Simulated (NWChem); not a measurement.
System meant: MoO3; SMILES [Mo](=[O])(=[O])=[O]

The following NWChem deck was run.

```
start job
memory heap 200 mb stack 900 mb global 1100 mb
geometry units angstroms noautoz
  Mo     0.000000     0.000000     0.223898
  O     -1.054632     1.201155    -0.324970
  O     -0.512915    -1.513916    -0.324970
  O      1.567547     0.312760    -0.324970
end
basis spherical
  * library def2-svp
end
ecp
  Mo library def2-ecp
end
dft
  odft
  mult 2
  xc xpbe96 cpbe96
  iterations 150
  mulliken
end
task dft energy
```

End of the output:

```
 Summary of "ao basis" -> "" (spherical)
 ------------------------------------------------------------------------------
       Tag                 Description            Shells   Functions and Types
 ---------------- ------------------------------  ------  ---------------------
 *                          def2-svp                  on all atoms

 Summary of "ao basis" -> "ao basis" (spherical)
 ------------------------------------------------------------------------------
       Tag                 Description            Shells   Functions and Types
 ---------------- ------------------------------  ------  ---------------------
 Mo                         def2-svp                11       31   5s3p2d1f
 O                          def2-svp                 6       14   3s2p1d

 Summary of "ao basis" -> "ao basis" (spherical)
 ------------------------------------------------------------------------------
       Tag                 Description            Shells   Functions and Types
 ---------------- ------------------------------  ------  ---------------------
 Mo                         def2-svp                11       31   5s3p2d1f
 O                          def2-svp                 6       14   3s2p1d

      Symmetry analysis of basis
      --------------------------

        a1         22
        a2          5
        e          46

  Rotation of axis
  number of electrons :                   38
  multiplicity        :                    2
 ------------------------------------------------------------------------
  no. of electrons and multiplicity not compatible                  38
 ------------------------------------------------------------------------
 ------------------------------------------------------------------------
  current input line :
    22: task dft energy
 ------------------------------------------------------------------------
 ------------------------------------------------------------------------
 There is an error in the input file
 ------------------------------------------------------------------------
 For more information see the NWChem manual at https://nwchemgit.github.io

0: no. of electrons and multiplicity not compatible:Received an Error in Communication
```

Problem. Find the fault in this run and fix the input.

Solution. The program refused the input. Cause: the multiplicity doesn't fit the number of electrons (an even count wants an odd multiplicity, and the reverse). This input runs:
```
start job
memory heap 200 mb stack 900 mb global 1100 mb
geometry units angstroms noautoz
  Mo     0.000000     0.000000     0.223898
  O     -1.054632     1.201155    -0.324970
  O     -0.512915    -1.513916    -0.324970
  O      1.567547     0.312760    -0.324970
end
basis spherical
  Mo library def2-svp
  O library def2-svp
end
ecp
  Mo library def2-ecp
end
dft
  xc xpbe96 cpbe96
  iterations 150
  mulliken
end
task dft energy
```
It converges to -293.59171 Ha (PBE/def2-SVP with def2 effective core potentials on Mo).
